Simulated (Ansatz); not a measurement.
Input file for Ansatz (a program for electronic structure): R-wB97M-V/def2-TZVPP on BrH2InO (SMILES [OH][InH][Br]), a point of a torsion scan. Elements past Kr take the def2 small-core potentials; no spin–orbit coupling.

Ansatz 0.2 input:
```yaml
crystal:
  periodic: [false, false, false]
  atoms:
    - {symbol: O, position_ang: [-1.44622810, -0.29689676, -0.37779922]}
    - {symbol: In, position_ang: [0.29764888, 0.44623669, -0.75850577]}
    - {symbol: Br, position_ang: [0.90568373, 2.31642290, 0.72707993]}
    - {symbol: H, position_ang: [-1.64869918, -0.67226200, 0.47771705]}
    - {symbol: H, position_ang: [1.12534721, -0.08121353, -2.12592008]}
basis:
  gaussian:
    orbitals: def2-TZVPP
hamiltonian:
  xc: {name: wB97M-V}
scf: {lower_state_search: off}
```

The head of its log:

```
WARN ansatz: RAYON_NUM_THREADS=1 ignored (pool sized by the plan → 1); use --threads N
Functional definition: wB97M-V
these checks for a lower state are left out or cut short: stability, starts, cluster_reference, orbital_swaps, neighbouring_geometries, increment
integrals: 0.11 GiB planned
1101 factors; their error is unknown
integrals: 0.14 GiB planned
204 factors; integrals over basis functions are off by at most 4.3e-5 eV
mean field: 0.93 GiB planned
mean field evaluation 1: about -77290.6681 eV, gradient 5.6e1 eV
mean field evaluation 2: about -77284.7267 eV, gradient 8.1e1 eV
```

Task: What total energy does the run end on?

Result: -2840.5918 hartree.
